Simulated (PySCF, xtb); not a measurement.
AsF₃, SMILES F[As](F)F.

xtb with GFN2-xTB at its own geometry gives an orbital gap of 7.04 eV and a dipole moment of 2.11 D.

The structure is a stationary point at B3LYP-D3(BJ)/def2-SVP.

Question: What does B3LYP/def2-TZVPD run with PySCF give? (The exact figures need the calculation; the answer reports its results.)

Answer: gap 8.29 eV (levels -9.88 and -1.60 eV), dipole 2.61 D.
